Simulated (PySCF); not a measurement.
Orbital picture of InI

PW91 at R = 2.795 Å; PySCF, scalar-relativistic core potentials, basis sets In def2-SVP with ECP28, I def2-SVP with ECP28. State: ¹Σ⁺ (singlet), closed shell. Only the outer orbitals are listed, counted within each symmetry, core potentials removing the inner ones.

| orbital | occ. | ε (eV) | on In (%) | main shells (%) |
| --- | --- | --- | --- | --- |
| 7σ | 2 | -16.32 | 6 | 94 I s |
| 8σ | 2 | -9.26 | 75 | 74 In s, 22 I p |
| 5π | 2 | -6.06 | 7 | 93 I p |
| 5π | 2 | -6.06 | 7 | 93 I p |
| 9σ | 2 | -5.96 | 42 | 57 I p, 22 In s, 20 In p |
| 6π | 0 | -2.64 | 94 | 94 In p |
| 6π | 0 | -2.64 | 94 | 94 In p |
| 10σ | 0 | -0.91 | 89 | 86 In p, 14 I p |

**Question.** Which are the highest filled and the lowest empty level, where do they sit, and how wide is the gap?

**Answer.** Highest filled 9σ at -5.96 eV (in %: 57 I p, 22 In s, 20 In p); lowest empty 6π at -2.64 eV (in %: 94 In p); the gap at PW91 is 3.32 eV.

```
bond order (Mayer)                              : 1.15
⟨S²⟩                                            : 0.000
charge on In (Mulliken, basis-dependent)        : 0.31
charge on In (Löwdin, basis-dependent)          : 0.13
dipole moment (positive dipole means In(−)I(+)) : -3.29 D
```

Spin–orbit coupling is left out.
